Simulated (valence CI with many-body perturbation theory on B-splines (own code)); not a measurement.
## E1 line list for Ti9+

Computed by valence CI with perturbative core correlation (CI+MBPT): three valence electrons over a frozen Dirac-Fock core [Ne], radial functions for each j: 11 s, 11 p, 9 d, 7 f, 5 g, 2 h, 1 i, with the one-electron correlation potential Σ1 (screened to all orders), the two-electron term Σ2, the three-electron term Σ3, Breit, model QED; selected single and double excitations, second order for the rest, scaled by the run's own slope (own B-spline code, finite nucleus).

No measured spectrum was set against this ion. As an estimate, levels of excited configurations hold to 0.05 to 0.15 % of their energy, terms of the ground configuration to about 0.5 %.

Lines 51 to 100 of 263 in falling wavelength, among levels below 815520 cm⁻¹, chosen from the strongest by gf and those to the six lowest levels. Wavelengths and rates use the calculated energies, so an error of 200 cm⁻¹ moves a line at 453.4 Å by 0.091 % and its rate by three times that or more. Electric multipoles are in the length gauge, E1 and E2 with the static RPA response of the core. Weak lines are less certain than strong ones. Lines between different terms over intervals too small for the method are left out, as are lines whose strength nearly cancels. Where a level lies close to another of its J and parity, the split of strength between their lines is uncertain. The highest levels of a list are the least certain.

Names give the largest LS component (configuration and term), which can be under half, so a name can repeat, a term be missing and a line seem to break the LS rules; names also repeat where a configuration has a term twice. Letters in brackets count levels of one name in rising energy.

| λ vac (Å) | Upper | Lower | A (s⁻¹) | S (a.u.) |
| --- | --- | --- | --- | --- |
| 453.4 | 3p²3d ⁴D_7/2 | 3s3p3d ⁴P°_5/2 | 3.22e+09 | 1.18e+00 |
| 430.0 | 3p²3d ²D_5/2 [a] | 3s3p3d ²D°_5/2 [a] | 2.15e+09 | 5.06e-01 |
| 427.3 | 3p²3d ²D_3/2 [a] | 3s3p3d ²D°_3/2 [a] | 2.68e+09 | 4.13e-01 |
| 426.1 | 3p²3d ⁴F_7/2 | 3s3p3d ⁴F°_9/2 | 1.43e+09 | 4.37e-01 |
| 424.7 | 3p²3d ⁴F_5/2 | 3s3p3d ⁴F°_7/2 | 2.05e+09 | 4.65e-01 |
| 423.6 | 3p²3d ⁴F_3/2 | 3s3p3d ⁴F°_5/2 | 2.02e+09 | 3.03e-01 |
| 421.1 | 3p²3d ⁴F_9/2 | 3s3p3d ⁴F°_9/2 | 7.07e+09 | 2.60e+00 |
| 420.8 | 3p²3d ⁴F_3/2 | 3s3p3d ⁴F°_3/2 | 5.51e+09 | 8.11e-01 |
| 420.6 | 3p²3d ⁴F_5/2 | 3s3p3d ⁴F°_5/2 | 4.54e+09 | 9.99e-01 |
| 420.5 | 3p²3d ⁴F_7/2 | 3s3p3d ⁴F°_7/2 | 5.15e+09 | 1.51e+00 |
| 420.0 | 3p²3d ⁴P_5/2 | 3s3p3d ²D°_5/2 [a] | 9.95e+08 | 2.18e-01 |
| 417.8 | 3p²3d ⁴F_5/2 | 3s3p3d ⁴F°_3/2 | 1.10e+09 | 2.37e-01 |
| 416.5 | 3p²3d ⁴F_7/2 | 3s3p3d ⁴F°_5/2 | 1.19e+09 | 3.39e-01 |
| 415.7 | 3p²3d ⁴F_9/2 | 3s3p3d ⁴F°_7/2 | 8.63e+08 | 3.06e-01 |
| 414.9 | 3p²3d ²P_3/2 [b] | 3s3p3d ²F°_5/2 [a] | 2.48e+09 | 3.50e-01 |
| 410.0 | 3p²3d ²D_5/2 [b] | 3s3p3d ²F°_7/2 [a] | 7.21e+09 | 1.47e+00 |
| 409.8 | 3p²3d ²D_5/2 [a] | 3s3p3d ⁴D°_7/2 | 1.73e+09 | 3.52e-01 |
| 407.0 | 3p²3d ²D_3/2 [b] | 3s3p3d ²F°_5/2 [a] | 5.33e+09 | 7.09e-01 |
| 406.3 | 3p³ ²D°_3/2 | 3s3p² ⁴P_5/2 | 4.16e+07 | 5.51e-03 |
| 404.7 | 3p³ ²D°_5/2 | 3s3p² ⁴P_5/2 | 1.59e+07 | 3.12e-03 |
| 401.2 | 3s3p3d ²F°_7/2 [b] | 3s²3d ²D_5/2 | 1.35e+10 | 3.44e+00 |
| 400.7 | 3p²3d ⁴P_5/2 | 3s3p3d ⁴D°_7/2 | 6.73e+09 | 1.28e+00 |
| 400.2 | 3p²3d ²D_5/2 [b] | 3s3p3d ²F°_5/2 [a] | 7.86e+08 | 1.49e-01 |
| 399.7 | 3p³ ²D°_3/2 | 3s3p² ⁴P_3/2 | 4.52e+06 | 5.70e-04 |
| 399.6 | 3p³ ²P°_1/2 | 3s3p² ²D_3/2 | 7.40e+09 | 4.66e-01 |
| 399.6 | 3p³ ²P°_3/2 | 3s3p² ²D_5/2 | 6.14e+09 | 7.74e-01 |
| 399.6 | 3p²3d ⁴P_3/2 | 3s3p3d ⁴D°_5/2 | 7.62e+09 | 9.60e-01 |
| 399.4 | 3p²3d ²D_5/2 [a] | 3s3p3d ⁴P°_5/2 | 1.44e+09 | 2.72e-01 |
| 399.0 | 3p²3d ⁴P_3/2 | 3s3p3d ⁴D°_3/2 | 1.21e+09 | 1.51e-01 |
| 398.9 | 3s3p3d ²F°_5/2 [b] | 3s²3d ²D_5/2 | 7.20e+08 | 1.35e-01 |
| 398.8 | 3p²3d ⁴D_7/2 | 3s3p3d ⁴F°_9/2 | 5.77e+09 | 1.45e+00 |
| 398.7 | 3p³ ²P°_3/2 | 3s3p² ²D_3/2 | 6.91e+08 | 8.64e-02 |
| 398.2 | 3p³ ²D°_5/2 | 3s3p² ⁴P_3/2 | 6.19e+05 | 1.16e-04 |
| 398.1 | 3p²3d ⁴P_1/2 | 3s3p3d ⁴D°_3/2 | 8.23e+09 | 5.12e-01 |
| 398.0 | 3s3p3d ²F°_5/2 [b] | 3s²3d ²D_3/2 | 1.32e+10 | 2.47e+00 |
| 397.2 | 3p²3d ⁴D_5/2 | 3s3p3d ⁴F°_7/2 | 5.37e+09 | 9.96e-01 |
| 397.1 | 3p²3d ⁴P_1/2 | 3s3p3d ⁴P°_1/2 | 4.14e+09 | 2.56e-01 |
| 396.8 | 3p²3d ⁴D_1/2 | 3s3p3d ⁴F°_3/2 | 4.41e+09 | 2.72e-01 |
| 396.7 | 3s3p3d ⁴F°_3/2 | 3s3p² ²D_3/2 | 7.12e+07 | 8.78e-03 |
| 395.2 | 3p³ ²D°_3/2 | 3s3p² ⁴P_1/2 | 1.44e+07 | 1.76e-03 |
| 394.9 | 3p²3d ²F_7/2 [b] | 3s3p3d ²F°_7/2 [a] | 5.43e+09 | 1.32e+00 |
| 394.3 | 3s3p3d ⁴F°_5/2 | 3s3p² ²D_3/2 | 1.66e+04 | 3.02e-06 |
| 394.2 | 3p²3d ⁴D_3/2 | 3s3p3d ⁴F°_5/2 | 5.06e+09 | 6.11e-01 |
| 393.9 | 3p²3d ⁴D_7/2 | 3s3p3d ⁴F°_7/2 | 1.34e+09 | 3.22e-01 |
| 393.7 | 3p²3d ⁴P_3/2 | 3s3p3d ⁴D°_1/2 | 1.82e+09 | 2.19e-01 |
| 393.6 | 3p²3d ⁴D_5/2 | 3s3p3d ⁴F°_5/2 | 2.03e+09 | 3.66e-01 |
| 393.1 | 3p²3d ⁴P_5/2 | 3s3p3d ⁴P°_3/2 | 1.23e+09 | 2.21e-01 |
| 392.8 | 3p²3d ⁴P_1/2 | 3s3p3d ⁴D°_1/2 | 2.39e+09 | 1.43e-01 |
| 391.8 | 3p²3d ⁴P_3/2 | 3s3p3d ⁴P°_3/2 | 2.64e+09 | 3.14e-01 |
| 391.8 | 3p²3d ⁴D_3/2 | 3s3p3d ⁴F°_3/2 | 1.72e+09 | 2.05e-01 |
